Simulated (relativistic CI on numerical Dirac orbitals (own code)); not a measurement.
# Level scheme of Pb72+

Calculated at this level of theory: Dirac-Coulomb-Breit CI, KLI orbitals optimised for each configuration, a model potential for QED, unscaled Slater integrals (own radial code, finite nucleus).

Configurations in the expansion (outside the closed core 1s2): 2s²2p⁶, 2s²2p⁵3s, 2s²2p⁵3p, 2s²2p⁵3d, 2s2p⁶3s, 2s2p⁶3p, 2s2p⁶3d, 2s²2p⁵4s, 2s²2p⁵4p, 2s²2p⁵4d, 2s²2p⁵4f, 2s²2p⁴3s², 2s²2p⁴3s3p, 2s²2p⁵5s, 2s2p⁶4s, 2s²2p⁵5p, 2s²2p⁴3s3d, 2s²2p⁴3p², 2s²2p⁵5d, 2s²2p⁵5f, 2s²2p⁵5g, 2s2p⁶4p, 2s2p⁶4d, 2s²2p⁴3p3d, 2s2p⁶4f, 2s2p⁵3s², 2s²2p⁴3d², 2s2p⁵3s3p, 2s2p⁵3s3d, 2s2p⁵3p², 2s2p⁶5s, 2s2p⁵3p3d, 2s2p⁶5p, 2s2p⁶5d, 2s2p⁶5f, 2s2p⁶5g. Levels of other configurations are missing.

```
No.  Configuration  Term  J  E (10³ cm⁻¹)    %  Lifetime (s)       jj configuration (%)
  1         2s²2p⁶    ¹S  0             0  100                             closed (100)
  2       2s²2p⁵3s   ³P°  2         82596  100      8.92e-11           2p3/2^3 3s (100)
  3       2s²2p⁵3s   ¹P°  1         82676   66      3.85e-15           2p3/2^3 3s (100)
  4       2s²2p⁵3p    ³P  1         84018   50      7.28e-12        2p3/2^3 3p1/2 (100)
  5       2s²2p⁵3p    ³D  2         84028   50      5.55e-13        2p3/2^3 3p1/2 (100)
  6       2s²2p⁵3p    ³D  3         89013  100      2.27e-13        2p3/2^3 3p3/2 (100)
  7       2s²2p⁵3p    ¹P  1         89018   56      2.34e-13        2p3/2^3 3p3/2 (100)
  8       2s²2p⁵3p    ³P  2         89136   67      1.57e-13        2p3/2^3 3p3/2 (100)
  9       2s²2p⁵3p    ¹S  0         89671   64      1.68e-13        2p3/2^3 3p3/2 (100)
 10       2s²2p⁵3d   ³P°  0         90478  100      3.17e-13        2p3/2^3 3d3/2 (100)
 11       2s²2p⁵3d   ³F°  3         90564   54      3.06e-13        2p3/2^3 3d3/2 (100)
 12       2s²2p⁵3d   ³P°  1         90569   63      5.28e-15         2p3/2^3 3d3/2 (98)
 13       2s²2p⁵3d   ³D°  2         90646   54      2.94e-13        2p3/2^3 3d3/2 (100)
 14       2s²2p⁵3d   ³F°  4         91659  100      3.71e-12        2p3/2^3 3d5/2 (100)
 15       2s²2p⁵3d   ¹D°  2         91729   48      1.75e-12        2p3/2^3 3d5/2 (100)
 16       2s²2p⁵3d   ³D°  3         91820   71      3.43e-12        2p3/2^3 3d5/2 (100)
 17       2s²2p⁵3d   ¹P°  1         92081   63      2.32e-16         2p3/2^3 3d5/2 (98)
 18       2s²2p⁵3s   ³P°  0        100672  100      7.78e-12     2p1/2 2p3/2^4 3s (100)
 19       2s²2p⁵3s   ³P°  1        100700   66      1.47e-14     2p1/2 2p3/2^4 3s (100)
 20       2s²2p⁵3p    ³D  1        102044   74      6.08e-12  2p1/2 2p3/2^4 3p1/2 (100)
 21       2s²2p⁵3p    ³P  0        102512   63      1.49e-12  2p1/2 2p3/2^4 3p1/2 (100)
 22        2s2p⁶3s    ³S  1        105262   99      1.65e-14                 2s 3s (99)
 23        2s2p⁶3s    ¹S  0        105612  100      1.76e-14                2s 3s (100)
 24        2s2p⁶3p   ³P°  1        106719   67      1.16e-15             2s 3p1/2 (100)
 25        2s2p⁶3p   ³P°  0        106728  100      1.67e-14             2s 3p1/2 (100)
 26       2s²2p⁵3p    ³D  2        107128   50      1.49e-13  2p1/2 2p3/2^4 3p3/2 (100)
 27       2s²2p⁵3p    ³P  1        107144   50      1.78e-13   2p1/2 2p3/2^4 3p3/2 (99)
 28       2s²2p⁵3d   ³F°  2        108642   74      2.89e-13  2p1/2 2p3/2^4 3d3/2 (100)
 29       2s²2p⁵3d   ³D°  1        108857   49      3.85e-16   2p1/2 2p3/2^4 3d3/2 (99)
 30       2s²2p⁵3d   ³P°  2        109802   47      1.40e-12  2p1/2 2p3/2^4 3d5/2 (100)
 31       2s²2p⁵3d   ³F°  3        109830   44      2.57e-12  2p1/2 2p3/2^4 3d5/2 (100)
 32        2s2p⁶3p   ³P°  2        111746  100      1.54e-14             2s 3p3/2 (100)
 33        2s2p⁶3p   ¹P°  1        111803   67      1.38e-15             2s 3p3/2 (100)
 34        2s2p⁶3d    ³D  1        113253  100      1.72e-14             2s 3d3/2 (100)
 35        2s2p⁶3d    ³D  2        113298   67      1.36e-14              2s 3d3/2 (99)
 36        2s2p⁶3d    ³D  3        114378  100      1.71e-14             2s 3d5/2 (100)
 37        2s2p⁶3d    ¹D  2        114515   67      1.25e-14              2s 3d5/2 (99)
 38       2s²2p⁵4s   ³P°  2        117020  100      8.74e-15           2p3/2^3 4s (100)
 39       2s²2p⁵4s   ¹P°  1        117047   67      4.87e-15           2p3/2^3 4s (100)
 40       2s²2p⁵4p    ³P  1        117605   50      7.13e-15        2p3/2^3 4p1/2 (100)
 41       2s²2p⁵4p    ³D  2        117608   50      7.08e-15        2p3/2^3 4p1/2 (100)
 42       2s²2p⁵4p    ³D  3        119657  100      1.31e-14        2p3/2^3 4p3/2 (100)
 43       2s²2p⁵4p    ¹P  1        119660   56      1.30e-14        2p3/2^3 4p3/2 (100)
 44       2s²2p⁵4p    ³P  2        119703   67      1.31e-14        2p3/2^3 4p3/2 (100)
 45       2s²2p⁵4p    ¹S  0        119882   66      1.34e-14        2p3/2^3 4p3/2 (100)
```

Energies count from the lowest computed level; ° marks odd parity; lifetimes are radiative, by E1, M1, E2, M2 decay to levels of this space only. Filled j subshells are mostly left out of the jj labels.

The mean weight of the leading LS term, summed over parents, in these 45 levels is 72 %, and that of the leading jj configuration (from the same eigenvectors) 100 %, so jj coupling describes them better and the LS labels are nominal.

At this charge energies of transitions that change n are usually good to better than 1 %, and those within a shell (Δn = 0) to a few per cent.

LS names give the leading component of a level, which can be under half, so a name can repeat, a term be missing and a line seem to break the LS rules.
